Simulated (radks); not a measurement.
Neutral gold inside a hard spherical wall (all orbitals vanish at R), configuration held at [Xe] 4f14 5d10 6s1 and not refilled when levels cross. Calculated with a radial shooting solver on a logarithmic mesh with Libxc functionals: scalar-relativistic Kohn-Sham, r2SCAN, spin-polarised, spherical densities, finite nucleus; open shells are filled with parallel spins first (spin-orbit coupling, left out, can overturn this in heavy ions); meta-GGA in the generalised Kohn-Sham scheme; Fermi nuclear charge, rms radius 5.4371 fm. Eigenvalues in eV for spin up, with the zero of energy where the potential of the charges vanishes at infinity; a dash marks a level that is unbound or too diffuse for the functional's potential to be trusted. A positive occupied level is held by the wall or, in an anion where self-interaction has pushed it up, behind a barrier. The pressure on the wall is -dE/dV.

| R (bohr) | E (hartree) | kinetic (hartree) | e(4f) | e(5p) | e(5d) | e(6s) | e(6p, empty) | e(7s, empty) | pressure (GPa) |
|---|---|---|---|---|---|---|---|---|---|
| free | -19009.8029 | 21259.106 | -81.897 | -61.305 | -7.199 | -6.375 | - | - | 0 |
| 15 | -19009.8029 | 21259.106 | -81.897 | -61.305 | -7.199 | -6.375 | -0.613 | 0.806 | < 0.0001 |
| 12 | -19009.8029 | 21259.106 | -81.896 | -61.305 | -7.198 | -6.375 | -0.581 | 1.458 | < 0.0001 |
| 8 | -19009.8020 | 21259.116 | -81.838 | -61.246 | -7.146 | -6.324 | -0.193 | 4.844 | 0.0477 |
| 7 | -19009.7992 | 21259.141 | -81.715 | -61.124 | -7.036 | -6.208 | 0.241 | 7.378 | 0.248 |
| 5 | -19009.7396 | 21259.521 | -80.247 | -59.730 | -5.799 | -4.647 | 3.634 | 21.800 | 8.73 |
| 4 | -19009.5119 | 21260.702 | -76.845 | -56.659 | -2.994 | -0.535 | 10.416 | 44.311 | 67.9 |
| 3 | -19008.1980 | 21266.506 | -65.572 | -47.207 | 6.619 | 16.083 | 34.184 | 108.38 | 770 |
| 2.5 | -19005.5150 | 21277.515 | -51.178 | -35.740 | 19.892 | 42.437 | 68.728 | 188.65 | 3350 |
| 1.5 | -18957.0498 | 21451.931 | 55.821 | 68.560 | 150.87 | 336.39 | 404.61 | 841.26 | 167000 |
